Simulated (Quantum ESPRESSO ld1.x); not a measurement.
Question: The mean radii <r> (bohr) of the occupied orbitals of an atom or ion are listed with their occupations. Method: Dirac Kohn-Sham, PW91, spin-unpolarised, spherical densities, point nucleus; computed with ld1.x of Quantum ESPRESSO 7.5.

orbital  occ.      <r>
1s1/2       2  0.04860
2s1/2       2   0.2176
2p1/2       2   0.1883
2p3/2       4   0.1918
3s1/2       2   0.6519
3p1/2       2   0.6718
3p3/2       4   0.6826
3d3/2       4   0.7944
3d5/2       6   0.8002
4s1/2       1    2.075

Name the element and its charge. Open shells, if any, fill j = l - 1/2 first.

Answer: Z = 31, gallium, charge +2: Ga2+ in [Ar] 3d10 4s1. The 1s radius gives Z: for a bare nucleus <r> = (2 gamma + 1)/(2Z) with gamma = sqrt(1 - (Z/c)^2), 0.04755 bohr for Z = 31, and screening makes it slightly larger (0.04860 here). The occupations add up to 29, and the charge is Z minus that.
